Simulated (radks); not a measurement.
These are the eigenvalues of the occupied orbitals of an atom or ion with whole-number occupations (eV). Method: Dirac Kohn-Sham, exchange-only PBE, spin-unpolarised, spherical densities, finite nucleus; Fermi nuclear charge, rms radius of each element as measured or else 0.836 A^(1/3) + 0.57 fm; computed with a radial shooting solver on a logarithmic mesh with Libxc functionals.

| orbital | eigenvalue |
|---|---|
| 1s1/2 | -67406.29 |
| 2s1/2 | -11698.04 |
| 2p1/2 | -11188.83 |
| 2p3/2 | -9918.499 |
| 3s1/2 | -2793.910 |
| 3p1/2 | -2567.093 |
| 3p3/2 | -2293.568 |
| 3d3/2 | -1909.834 |
| 3d5/2 | -1850.235 |
| 4s1/2 | -686.1725 |
| 4p1/2 | -592.4945 |
| 4p3/2 | -529.1758 |
| 4d3/2 | -374.8989 |
| 4d5/2 | -363.1894 |
| 5s1/2 | -206.6240 |
| 5p1/2 | -176.4759 |
| 4f5/2 | -170.0402 |
| 4f7/2 | -167.8950 |
| 5p3/2 | -164.8627 |

Which element is it, and in what charge state? The configuration may be excited. Open shells, if any, fill j = l - 1/2 first.

Answer. Z = 73, tantalum, charge +9: Ta9+ in [Kr] 4d10 4f13 5s2 5p3. The list shows which subshells hold electrons but not how many an open one holds; the 1s level, -2477.1 hartree, gives Z - s = 70.4 by -(Z - s)^2/2, which with screening and relativity narrows Z to a few neighbours, and the depths of the outer levels then fix element, charge and occupations together.
